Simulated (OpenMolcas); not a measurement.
## Pt2+: effect of the metal basis

Pt2+ with its 6 nearest fluoride ions at 2.076 Å, on the Li site of LiF (a = 4.028 Å, distance in the model lattice 2.014 Å). The rest of the host is ab initio model potentials to 7.6 Å and point charges beyond; the distance is set by hand and nothing relaxes, and no local charge compensation is placed.

```
Program             : OpenMolcas
Method              : CASSCF
Spin-orbit coupling : RASSI with atomic mean-field integrals over the reference wave functions
```

Fixed: ligand basis ANO-RCC-VDZP, active space 8 electrons in 5 orbitals (5d), DKH2 Hamiltonian.

States (labels of O, the rotations of Oh). Energies in cm-1 above the lowest state or level, χT in cm3 K/mol; 10Dq and B are least-squares fits to the states below 45000 cm-1, weighted by degeneracy, with a free offset, and given where the rms deviation is under 5 % of |10Dq| (or 100 cm-1) and under 700 cm-1.

```
Run   Metal basis  Ground state  First state of that spin   10Dq  B (rms of fit)  First gap with spin-orbit (degeneracies)  χT at 300 K  First state of another spin                     Cost
  A  ANO-RCC-VDZP           3A2                 3T2 23482  23017       792 (134)                              11094 (3, 2)        1.521                     1E 12288  roughly 20 core-seconds
  B  ANO-RCC-VTZP           3A2                 3T2 22667  22310       790 (113)                              11187 (3, 2)        1.532                     1E 12451  roughly 30 core-seconds
```

Against A, |10Dq| changes by -3.1 % in B.

Costs are those of the RASSCF and RASSI steps.

Without dynamic correlation the repulsion within the d shell is too large (B by tens of per cent), so at a given field states of lower spin stand too high. Real 4d8 and 5d8 ions are as a rule square planar and diamagnetic. With metal d orbitals alone the field can be off either way by tens of per cent. Ligand-to-metal charge-transfer states are missing. With no ligand orbital active B as a rule stays too high, so bands that hang on it stand too high and its fall with covalency is understated. The least metal-like active orbital is 82 % on the metal (Löwdin) and no ligand orbital is active, so the numbers are rough (holds for A). The least metal-like active orbital is 83 % on the metal (Löwdin) and no ligand orbital is active, so the numbers are rough (holds for B). No measured value stands beside these numbers; the geometry was set by hand and not optimised.
